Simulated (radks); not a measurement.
Isoelectronic series with 20 electrons, all held in the configuration [Ar] 4s2, which need not be the ground one along the series. Calculated with a radial shooting solver on a logarithmic mesh with Libxc functionals: non-relativistic Kohn-Sham, BLYP, spin-polarised, spherical densities, point nucleus. Total energies (hartree) and orbital eigenvalues (eV):

| ion | E (hartree) | 4s | 3p |
|---|---|---|---|
| Ca | -677.58522 | -3.5999 | -27.8056 |
| Sc+ | -760.32537 | -11.1438 | -45.6557 |
| Ti2+ | -848.13133 | -20.9427 | -67.2015 |
| V3+ | -940.98780 | -32.7636 | -92.1554 |
| Cr4+ | -1038.88575 | -46.4997 | -120.3893 |
| Mn5+ | -1141.81921 | -62.0910 | -151.8318 |
| Fe6+ | -1249.78396 | -79.4998 | -186.4379 |
| Co7+ | -1362.77687 | -98.7006 | -224.1774 |
| Ni8+ | -1480.79558 | -119.6755 | -265.0283 |
| Cu9+ | -1603.83821 | -142.4110 | -308.9749 |
| Zn10+ | -1731.90331 | -166.8971 | -356.0048 |
| Ga11+ | -1864.98968 | -193.1257 | -406.1087 |
| Ge12+ | -2003.09636 | -221.0909 | -459.2789 |
| As13+ | -2146.22253 | -250.7874 | -515.5095 |
| Se14+ | -2294.36752 | -282.2112 | -574.7955 |
| Br15+ | -2447.53078 | -315.3590 | -637.1329 |
| Kr16+ | -2605.71181 | -350.2279 | -702.5183 |
